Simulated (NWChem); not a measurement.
Species: C2H3BFNO; SMILES C1OCB(N=1)F

```xyz
9

F     -0.0311     2.1070     0.0000
B      0.0341     0.7881     0.0000
C     -1.1909    -0.2238     0.0000
O     -0.4972    -1.4861     0.0000
C      0.8048    -1.2047     0.0000
N      1.2358     0.0040     0.0000
H     -1.8395    -0.1826     0.8894
H     -1.8395    -0.1826    -0.8894
H      1.4317    -2.1072     0.0000
```
Atoms are numbered in this order, from 1.

Computed with NWChem. Pople sets run with spherical d functions. Medium grid unless said otherwise, to which SCAN and Minnesota functionals are sensitive. Structure relaxed at the PBE0/def2-SVP level. Hybrids' shares of exact exchange are those that their runs print; pure functionals count as 0. The functionals differ in more than this share.

```csv
row,share of exact exchange,orbital gap (eV)
PBE/6-31G*,0.00,4.40
BP86/6-31G*,0.00,4.43
TPSSh/6-31G*,0.10,5.66
B3LYP/6-31G*,0.20,withheld
MN15/6-31G*,0.44,8.40
```

**Question.** Fit a straight line of the last column on the one before it, predict the withheld value, and compare with the run.

**Answer.** 
1. Means of the 4 shown rows: x = 0.135, y = 5.723. Slope Σ(x − x̄)(y − ȳ)/Σ(x − x̄)² = 1.172/0.1307 = 8.966; intercept 4.512.
2. The shown rows scatter about the line by 0.146 (root mean square); the largest residual is +0.25, at TPSSh/6-31G*.
3. At x = 0.20 (B3LYP/6-31G*; inside the shown range) the line gives 6.31.
4. The run gives 6.49, +0.18 from the line, 1.2 times the scatter.
